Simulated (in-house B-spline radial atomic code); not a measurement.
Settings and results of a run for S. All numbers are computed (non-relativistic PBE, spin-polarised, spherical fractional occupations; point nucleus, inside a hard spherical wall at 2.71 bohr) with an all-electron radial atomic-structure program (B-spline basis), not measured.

Command:
```bash
python run_scf.py task.json out
```
Settings:
```
Z                16
configuration    [Ne] 3s1 3p4 3d1
hamiltonian      nr
method           pbe,pbe
spin_polarised   True
wall_radius      2.71
```

Output (hartree, bohr):
```
 radial grid: 37 intervals, B-splines of order 8, outer radius 2.71 bohr

 iter        energy (Eh)    residual
    1        -394.836866    2.32e-01
    2        -395.030633    5.04e-02
    3        -395.057769    1.45e-02
    4        -395.059950    4.25e-03
    5        -395.060110    1.70e-03
    6        -395.060145    1.08e-04
    7        -395.060145    2.15e-06
    8        -395.060145    9.12e-08

 total energy                      -395.06015
 kinetic                             404.1334
 electron-nucleus                   -960.3995
 Hartree                             187.5771
 exchange-correlation                -26.3712

 orbital      occ     eigenvalue          <r>       <r^2>       <1/r>       r_max
 1s up      1.000       -87.2481    0.0973106   0.0127319     15.5559     0.06371
 1s down    1.000       -87.2227    0.0972994   0.0127285      15.557     0.06371
 2s up      1.000        -6.9580     0.483893    0.279228      3.0308      0.3907
 2s down    1.000        -6.9247     0.483228    0.278083     3.03154       0.391
 2p up      3.000        -4.9706     0.447337     0.25118     2.93415      0.3274
 2p down    3.000        -4.9318     0.446377    0.249533     2.93604      0.3278
 3s up      1.000        -0.0720      1.43495     2.26908    0.931983       1.391
 3p up      3.000         0.4025      1.47067     2.38803    0.889021       1.467
 3p down    1.000         0.5965      1.47129     2.39272    0.890198       1.469
 3d up      1.000         1.1035      1.49768     2.44205    0.749999        1.52
```

Run time, properties included: 0.06 s on 1 thread of Arm Neoverse N1, with other jobs on the host.
